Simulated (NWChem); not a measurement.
System: C₂H₃BrF₂; SMILES FC(F)CBr

Input file for NWChem:

```
start job
memory heap 200 mb stack 900 mb global 1100 mb
geometry units angstroms noautosym nocenter noautoz
  F     -1.289748     1.558990     0.077203
  C     -0.008027     1.413699    -0.302069
  F      0.645740     2.562846    -0.014144
  C      0.654847     0.298918     0.471694
  Br    -0.108463    -1.418524     0.045617
  H      0.021980     1.253113    -1.394063
  H      0.526645     0.477397     1.547403
  H      1.723391     0.262237     0.227507
end
basis spherical
  * library 6-31g*
end
dft
  xc xpbe96 cpbe96
  iterations 150
end
property
  efieldgrad
end
task dft property
```

All runs use the structure optimised with PBE0/def2-SVP.

Vzz is the largest principal value of the second derivative of the potential at the nucleus (NWChem prints the opposite sign); η is the asymmetry. Non-relativistic.

Atoms are numbered as in the input.

Task: Give the results of this calculation. (PBE/6-31G* (spherical d).) Quantities: Vzz Br5 (a.u.); η Br5.

Result: 
```json
{
  "Vzz Br5 (a.u.)": "7.162",
  "η Br5": "0.03"
}
```
